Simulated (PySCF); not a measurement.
Species: C4H4ClFN2.
Z-matrix (Å and degrees, GFN2-xTB geometry), rows numbered from 1:
```
C 
C   1  1.4807
N   2  1.3087  1  125.55
C   3  1.3489  2  106.23  1  -179.97
F   4  1.3273  3  121.82  2   179.99
C   4  1.3701  3  110.81  2     0.02
Cl  6  1.7056  4  133.41  3  -179.98
N   2  1.3601  1  123.42  3  -179.92
H   1  1.0849  2  108.62  3    -0.01
H   1  1.0891  2  110.64  3   119.90
H   1  1.0891  2  110.64  3  -119.90
H   8  1.0074  2  127.77  1    -0.00
```

The calculation used PySCF 2.14.0, density-fitted response routines, TDDFT CAM-B3LYP/def2-SVPD, vertical, gas phase, core orbitals frozen in the response.

| state | E (eV) | ν̃ (cm⁻¹) | f | symmetry | main configurations (H = HOMO, L = LUMO) |
| --- | --- | --- | --- | --- | --- |
| S1 | 5.80 | 46770 | 0.0003 | – | H→L+2 (60%), H→L (23%) |
| S2 | 5.96 | 48090 | 0.0002 | – | H→L (67%), H→L+2 (24%) |
| S3 | 6.10 | 49240 | 0.273 | A′ | H→L+1 (96%) |
| S4 | 6.82 | 55000 | 0.0007 | – | H→L+4 (86%) |
| S5 | 7.04 | 56820 | 0.0065 | A″ | H-1→L+1 (86%) |
| S6 | 7.10 | 57270 | 0.0043 | A″ | H→L+3 (77%) |
| S7 | 7.20 | 58040 | 0.040 | A′ | H→L+5 (36%), H-2→L+1 (33%), H→L+7 (27%) |
| S8 | 7.88 | 63550 | 0.019 | A′ | H→L+5 (56%), H→L+7 (33%) |

Triplets, Tamm–Dancoff:

| state | E (eV) | λ (nm) | main configurations (H = HOMO, L = LUMO) |
| --- | --- | --- | --- |
| T1 | 4.19 | 295.8 | H→L+1 (88%) |
| T2 | 5.36 | 231.5 | H→L+2 (73%), H→L+9 (9%) |
| T3 | 5.67 | 218.8 | H→L+7 (49%), H→L+5 (34%) |

The lowest singlet comes at 214 nm (560 kJ/mol) in the ultraviolet; it is dark (f under 0.0005); its leading configuration is HOMO→LUMO+2 (60%). The most intense listed level is S3 at 6.10 eV (203 nm, f = 0.273), 0.31 eV above S1. Löwdin shares by element: HOMO carbon 59% or more, chlorine 16% (atoms not listed hold the other 26%); LUMO carbon 28% or more, hydrogen 25% or more, chlorine 16% (atoms not listed hold the other 32%). The listed states span 2.08 eV, and the widest gap between neighbours is 0.71 eV (S3 to S4). The oscillator strengths of these states sum to 0.345; summed over the whole spectrum of an exact calculation they would give the number of electrons, 68 (Thomas–Reiche–Kuhn). Of the 8 states listed, 3 reach f = 0.01 and 2 stay under 0.0005. Symmetry labels in Cs follow from the direction of the transition dipole and are given only for states with f of 0.002 or more. The window holds the lowest 8 singlets.
